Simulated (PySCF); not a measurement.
**W (tungsten, neutral): M06-2X calculation**

Configuration: [Xe] 4f14 5d5 6s1, high-spin 7S determinant (an excited configuration). Computed with PySCF 2.14 in x2c-TZVPPall, with the spin-free X2C one-electron Hamiltonian (Gaussian nucleus).

- Total energy: -16145.07 hartree
- One-electron energy: -22155.35 hartree
- Hartree (Coulomb) energy: 6340.71 hartree
- Exchange-correlation energy: -330.43 hartree
- ⟨S²⟩: 12.0033
- ⟨L²⟩: 0.000
- Sum of ⟨r⟩: 44.78 bohr
- Sum of ⟨r²⟩: 63.88 bohr²
- Langevin diamagnetic susceptibility: -50.6 ×10⁻⁶ cm³/mol
- Time after the integrals: roughly 9 core-seconds

| shell | electrons | mean orbital energy (hartree) | rms radius, mean of both spins (bohr) |
| --- | --- | --- | --- |
| 1s α | 1 | -2557.04958 | 0.0208 |
| 1s β | 1 | -2557.04917 | 0.0208 |
| 2s α | 1 | -443.50077 | 0.0839 |
| 2s β | 1 | -443.49334 | 0.0839 |
| 2p α | 3 | -389.45854 | 0.0762 |
| 2p β | 3 | -389.45078 | 0.0762 |
| 3s α | 1 | -103.08079 | 0.215 |
| 3s β | 1 | -103.07482 | 0.215 |
| 3p α | 3 | -86.92331 | 0.216 |
| 3p β | 3 | -86.91848 | 0.216 |
| 3d α | 5 | -67.58937 | 0.197 |
| 3d β | 5 | -67.58181 | 0.197 |
| 4s α | 1 | -21.66542 | 0.479 |
| 4s β | 1 | -21.65227 | 0.479 |
| 4p α | 3 | -16.30218 | 0.510 |
| 4p β | 3 | -16.28895 | 0.510 |
| 4d α | 5 | -9.29598 | 0.552 |
| 4d β | 5 | -9.27628 | 0.552 |
| 5s α | 1 | -3.16761 | 1.14 |
| 5s β | 1 | -3.10729 | 1.14 |
| 5p α | 3 | -1.77442 | 1.34 |
| 5p β | 3 | -1.66207 | 1.34 |
| 4f α | 7 | -1.49887 | 0.676 |
| 4f β | 7 | -1.47628 | 0.676 |
| 6s α | 1 | -0.27667 | 3.32 |
| 5d α | 5 | -0.24120 | 2.33 |

Spin-orbit coupling, which splits the p, d and f shells strongly at this Z, is absent.

Densities and radii are taken from the X2C orbitals without a picture-change correction, which distorts them close to the nucleus.
